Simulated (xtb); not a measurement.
Zn(OH)(SiH3) (H4OSiZn), SMILES [SiH3][Zn][OH]. All values are semi-empirical tight-binding results from xtb (GFN2-xTB unless named), good for trends rather than for accurate numbers. The structure is a stationary point at GFN2-xTB. The values are those of a single conformer.

For metal compounds this method's bond lengths and energies can be far off.

| Quantity | Result |
|---|---|
| orbital gap | 4.21 eV |
| zero-point energy | 22.1 kcal/mol |
| G − E(el) at 298.15 K (modified RRHO) | 3.1 kcal/mol |
